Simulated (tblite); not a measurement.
Compound: C4H4B2ClF.
Numbering: `[F:1][C:2]1=[CH:3][BH:4][CH:5]=[CH:6][B:7]1[Cl:8]` (hydrogens: H9 on C3; H10 on B4; H11 on C5; H12 on C6)

Computed with GFN2-xTB (tblite), gas phase: L-BFGS steps from a force-field or distance-geometry start until the largest atomic force falls under 0.01 eV/Å.

Step 7: E = -607.2002 eV
```
atom  x, y, z in Å  |  force x, y, z in eV/Å
F1      1.6957   -2.2194    0.0401    0.021  -0.004  -0.002
C2      0.8332   -1.1695    0.0172   -0.049  -0.001   0.002
C3     -0.4859   -1.4228    0.0159   -0.006  -0.074   0.012
B4     -1.5109   -0.2678   -0.0059   -0.022  -0.006  -0.007
C5     -0.9587    1.1856   -0.0266    0.025   0.031   0.006
C6      0.3629    1.4439   -0.0234   -0.045   0.033  -0.006
B7      1.4051    0.2906   -0.0014    0.031  -0.001   0.005
Cl8     3.0761    0.6003    0.0087   -0.027  -0.024  -0.002
H9     -0.8058   -2.4571    0.0349    0.040  -0.052  -0.006
H10    -2.6605   -0.4825   -0.0070    0.008  -0.007   0.001
H11    -1.6466    2.0229   -0.0419   -0.010   0.058  -0.002
H12     0.6965    2.4752   -0.0366    0.034   0.045  -0.001
```

Step 8: E = -607.2008 eV
```
atom  x, y, z in Å  |  force x, y, z in eV/Å
F1      1.6964   -2.2190    0.0400    0.002   0.000  -0.003
C2      0.8316   -1.1707    0.0173   -0.041   0.036   0.005
C3     -0.4878   -1.4241    0.0165    0.057  -0.079   0.006
B4     -1.5109   -0.2682   -0.0063   -0.013   0.010   0.000
C5     -0.9592    1.1860   -0.0263    0.033   0.050   0.000
C6      0.3622    1.4457   -0.0237   -0.014   0.022   0.000
B7      1.4037    0.2906   -0.0011    0.021   0.000   0.002
Cl8     3.0750    0.5992    0.0086   -0.029  -0.025  -0.001
H9     -0.8030   -2.4597    0.0347    0.013  -0.051  -0.004
H10    -2.6594   -0.4829   -0.0070   -0.020  -0.008  -0.001
H11    -1.6457    2.0249   -0.0420   -0.018   0.040  -0.001
H12     0.6983    2.4775   -0.0367    0.010   0.007  -0.002
```

Step 9: E = -607.2013 eV
```
atom  x, y, z in Å  |  force x, y, z in eV/Å
F1      1.6970   -2.2185    0.0398   -0.014   0.012  -0.003
C2      0.8299   -1.1712    0.0175    0.006   0.042   0.007
C3     -0.4888   -1.4265    0.0171    0.047  -0.050  -0.001
B4     -1.5109   -0.2684   -0.0066    0.005   0.011   0.006
C5     -0.9595    1.1873   -0.0260    0.039   0.045  -0.005
C6      0.3619    1.4478   -0.0240    0.001   0.001   0.004
B7      1.4026    0.2906   -0.0008    0.000   0.007  -0.001
Cl8     3.0737    0.5979    0.0085   -0.022  -0.025  -0.001
H9     -0.8005   -2.4631    0.0343   -0.004  -0.044  -0.001
H10    -2.6589   -0.4834   -0.0069   -0.032  -0.006  -0.003
H11    -1.6452    2.0272   -0.0421   -0.021   0.022   0.001
H12     0.7000    2.4796   -0.0368   -0.006  -0.015  -0.003
```

Problem. Estimate the geometry and energy of step 10. (The exact step hangs on the optimiser's Hessian estimate; all steps are aligned on step 9, rigid shifts and turns removed.)

Solution. E = -607.2016 eV, largest force 0.036 eV/Å
```
atom  x, y, z in Å  |  force x, y, z in eV/Å
F1      1.6971   -2.2178    0.0397   -0.012   0.018  -0.003
C2      0.8289   -1.1709    0.0177    0.023   0.026   0.008
C3     -0.4890   -1.4288    0.0175    0.021  -0.012  -0.005
B4     -1.5106   -0.2685   -0.0067    0.013   0.005   0.009
C5     -0.9592    1.1888   -0.0260    0.014   0.023  -0.007
C6      0.3619    1.4492   -0.0242    0.015  -0.007   0.006
B7      1.4017    0.2909   -0.0006   -0.015   0.010  -0.002
Cl8     3.0721    0.5964    0.0084   -0.003  -0.020   0.000
H9     -0.7986   -2.4664    0.0341   -0.009  -0.026   0.000
H10    -2.6590   -0.4838   -0.0070   -0.023   0.000  -0.003
H11    -1.6452    2.0293   -0.0421   -0.014   0.005   0.001
H12     0.7011    2.4809   -0.0369   -0.011  -0.020  -0.003
```

The energy changes by -0.0003 eV. The first-order estimate −F·Δx gives -0.0004 eV and the mean of the old and new forces, exact on a quadratic surface, -0.0003 eV. The step makes an angle of 56° with the force vector and moves no atom by more than 0.004 Å.

What follows is the cost of the whole relaxation. Hardware: Intel Xeon at 2.50 GHz, one thread, shared host with 64 logical CPUs at a one-minute load of 63. Cost: 0.37 s of wall time.
